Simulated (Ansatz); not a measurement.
`F[B](F)[AlH2]` + H₂ → `FBF` + `[AlH3]`  (hydrogenolysis of a B–Al bond)

Calculated with Ansatz (gas phase, PBE0-D4/def2-TZVP geometries, no zero-point term in ΔE). CCSD(T)/CBS is the MP2 limit (def2-TZVPP, def2-QZVPP) plus CCSD(T) − MP2 in def2-TZVPP, frozen cores. This one scheme is used for every species. Functionals use def2-TZVPP.

`F[B](F)[AlH2]`:

```xyz
6

F    -1.166    1.636    0.723
B    -0.055    0.920    0.610
F     0.984    1.393    1.284
Al    0.052   -0.874   -0.579
H     0.460   -0.792   -2.111
H    -0.276   -2.283    0.073
```

H₂:

Cartesian coordinates in Å:
```
H -0.030 -0.365 0.071
H 0.030 0.365 -0.071
```

`FBF`:

Z-matrix (Å, degrees):
```
B
F 1 1.313
F 1 1.313 2 118.1
H 1 1.191 2 121.0 3 180.0
```

`[AlH3]`:

```xyz
4

Al    0.000    0.000    0.000
H     1.105   -0.142    1.129
H    -1.393   -0.741    0.157
H     0.288    0.882   -1.286
```

CCSD(T)/CBS gives -0.51 eV.

Task: Another level gave -0.41 eV. Which?
A. HF/def2-TZVPP
B. revPBE/def2-TZVPP
C. BHLYP-D4/def2-TZVPP
D. r2SCAN/def2-TZVPP

Result: B. revPBE -0.41, r2SCAN -0.48, BHLYP-D4 -0.60, HF/def2-TZVPP -0.79 eV.

Largest T1 diagnostic among the species: 0.014.

From PBE to PBE0 (25 % exact exchange), in def2-TZVPP and without D4, ΔE moves by −0.08 eV. The D4 term adds +0.04 eV with B3LYP and +0.02 eV with PBE0; it sums over pairs of atoms, weighted by their polarisabilities, and B3LYP, whose exchange is more repulsive, gets the larger term.

B3LYP here is the variant with VWN-RPA as its local correlation; programs differ in this.
